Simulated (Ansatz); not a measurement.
C₂H₅O, SMILES O[CH]C, multiplicity 2.

Geometry: PBE0-D3(BJ)/def2-TZVP. The isomer is the one that the SMILES or the coordinates give; other isomers of the formula were not compared. Other conformers were not sampled.

Two levels are set side by side: PBE/def2-SVPD (Ansatz, a program for electronic structure) and PBE0/def2-SVPD (Ansatz). Energy differences of separate SCF runs at the same geometry; the states with an electron removed or added have multiplicity 1 and 1. Differences are taken from unrounded values.

```
quantity                         PBE0   PBE  PBE minus PBE0
-------------------------------  ----  ----  --------------
vertical ionisation energy (eV)  7.48  7.27           -0.21
```
